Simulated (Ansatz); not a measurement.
The cluster B3Sb3⁻, relaxed as a doublet with UKS PBE-D4/def2-SVPD in Ansatz, starting from packed atoms. Force threshold 0.02 eV/Å.

In the def2 sets Sb takes a core potential; there is no spin–orbit coupling. The structure comes from a short search, and lower isomers may exist.

Start:

```xyz
6

B    -0.840    1.734   -0.791
B     2.171    0.098    0.149
B    -1.671   -2.090    0.770
Sb   -2.114   -0.090   -0.426
Sb    1.567    2.018   -0.966
Sb    0.888   -1.669    1.265
```

Task: Estimate the energy that the relaxation releases and the steps that it takes.

Result: 659.4 kJ/mol, in 17 steps; 62 s on 4 threads of Arm Neoverse V2 on a shared host. The force fell under the threshold at step 16, but the optimiser went on. No frequencies were taken in this run, so the end may be a saddle point.

Task: Does the start keep its bonding?

Result: Bonds formed: B1–B2, B1–B3, B2–B3 (atoms count from 1).

Task: Predict the relaxed structure.

Result: 
```tsv
atom	x (Å)	y (Å)	z (Å)
B1	-0.423	0.789	-0.371
B2	0.973	-0.039	0.137
B3	-0.539	-0.778	0.278
Sb4	-2.464	-0.006	-0.530
Sb5	1.410	1.903	-0.860
Sb6	1.042	-1.868	1.346
```
Bond lengths: 6 × B–Sb 2.19 to 2.23 Å; 3 × B–B 1.69 to 1.70 Å.
